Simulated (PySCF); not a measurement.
# Correlation energy of Mg²⁺ (magnesium, charge +2)

[Ne], closed-shell 1S. Computed with PySCF 2.14 in aug-cc-pCVTZ (8s7p5d3f, 75 functions), with no relativity, point nucleus. Frozen: 1s2; 8 electrons correlated.

MP2 pair energies summed by pair of shells (mhartree):

```tsv
pair	energy	share (%)
2p-2p	-183.50	72.1
2s-2p	-61.23	24.1
2s-2s	-9.81	3.9
```

Total MP2 correlation energy: -254.55 mhartree.

Same-spin part -65.62 and opposite-spin part -188.93 mhartree; SCS-MP2 scales them by 1/3 and 6/5 to -248.59 mhartree.
